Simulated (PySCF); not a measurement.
silacyclobutane (C3H8Si), SMILES C1C[SiH2]C1. Atoms are numbered in the order given.

```xyz
12

C      1.3351     0.1831     0.0000
C      0.3986    -0.1530    -1.2047
Si    -1.0615     0.0565     0.0000
C      0.3986    -0.1530     1.2047
H      2.2971    -0.3568     0.0000
H      1.5711     1.2600     0.0000
H      0.5078    -1.2057    -1.5137
H      0.5057     0.4810    -2.0965
H     -1.6499     1.4296     0.0000
H     -2.1781    -0.9372     0.0000
H      0.5078    -1.2057     1.5137
H      0.5057     0.4810     2.0965
```

Geometry: B3LYP-D3(BJ)/def2-SVP.

Computed with PBE0/pcSseg-1 in PySCF.

GIAO shieldings, no solvent; atoms listed in one row are averaged. δ = σ(ref) − σ: ¹³C against TMS (σ = 186.3 ppm); ²⁹Si against TMS (σ = 352.7 ppm); ¹H against TMS (σ = 31.56 ppm), references at their B3LYP-D3(BJ)/def2-TZVP geometries, non-relativistic.

Problem. Estimate the chemical shifts. (Estimate from the structure and the level; the computed values follow.)

Solution. 
```tsv
nucleus	atoms	count	δ (ppm)
¹³C	C1	1	27.9
¹³C	C2, C4	2	13.8
²⁹Si	Si3	1	-22.6
¹H	H9, H10	2	5.15
¹H	H5	1	2.70
¹H	H6	1	2.58
¹H	H11, H7	2	1.71
¹H	H12, H8	2	1.35
```
